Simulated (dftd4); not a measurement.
Cl2MoO2, charge -1, doublet, at a GFN2-xTB geometry (such geometries of metal compounds can be far from the true shape) (the multiplicity is a formal guess); D4 for blyp run with dftd4.

The dftd4 input:
```
$ dftd4 mol.xyz --func blyp --charge -1 --json dftd4.json --noedisp --property

# file mol.xyz
5

Mo     0.48465740    -0.09009807     0.15996992
O      1.58129813    -0.62530869    -0.94327488
O      0.84317706     0.17459744     1.74351668
Cl    -0.78512742     1.69131697    -0.71922732
Cl    -1.55319094    -1.25662233    -0.05257686
```

Task: Write the output that dftd4 gives for this input, abridged.

Result: 
```
                    ____  _____ _____     ____  _  _
      -------------|  _ \|  ___|_   _|---|  _ \| || |------------
     |             | | | | |_    | | ___ | | | | || |_           |
     |             | |_| |  _|   | ||___|| |_| |__   _|          |
     |             |____/|_|     |_|     |____/   |_|            |
     |             ===================================           |
     |            E. Caldeweyher, S. Ehlert & S. Grimme          |
     |          Mulliken Center for Theoretical Chemistry        |
     |                    University of Bonn                     |
      -----------------------------------------------------------

Rational (Becke-Johnson) damping: blyp-D4-ATM
---------------------
  s6         1.0000
  s8         2.3408
  s9         1.0000
  a1         0.4449
  a2         4.0933
 alp        16.0000
--------------------

Atomic data, radii in Ångström:
------------------------------------------------------
   Z          R(cov)      r4/r2   hardness         EN
------------------------------------------------------
  42 Mo       1.6533     3.2784     0.2148     2.1600
   8 O        0.8400     1.3725     0.5869     3.4400
  17 Cl       1.3200     1.9735     0.4312     3.1600
------------------------------------------------------

Atomic reference systems (in atomic units):
----------------------------------------------------------------------------
   Z        #      CN     q+Z       C6(AA)   #      CN     q+Z       C6(AA)
----------------------------------------------------------------------------
  42 Mo     1  0.0000 14.0000     868.9082   2  1.8951 14.4674     355.7494
            3 10.7785 14.4734     253.6894   4  5.5965 14.5943     263.3656
   8 O      1  0.0000  8.0000      15.5711   2  0.8042  7.6453      20.8489
            3  1.6112  7.4012      24.8631   4  0.9798  8.0000      14.9880
  17 Cl     1  0.0000 17.0000      92.6806   2  0.8444 16.8495     101.8771
----------------------------------------------------------------------------

Atomic properties (in atomic units):
----------------------------------------------------------------------------
     #    Z              CN          q      C6(AA)        C8(AA)   alpha(0)
----------------------------------------------------------------------------
     1   42 Mo       3.2667     1.3879    304.3113    35040.6916    42.3924
     2    8 O        0.8042    -0.8348     32.5914      657.7124     7.6593
     3    8 O        0.8042    -0.8348     32.5914      657.7124     7.6593
     4   17 Cl       0.8559    -0.3592    108.6059     4531.4260    15.9302
     5   17 Cl       0.8559    -0.3592    108.6059     4531.4260    15.9302
----------------------------------------------------------------------------

Molecular properties (in atomic units):
----------------------------------------
 molecular C6                2378.7226
 molecular C8              133956.6447
----------------------------------------

Dispersion energy:      -1.7409052504221E-02 Eh

[Info] JSON dump of results written to 'dftd4.json'
```
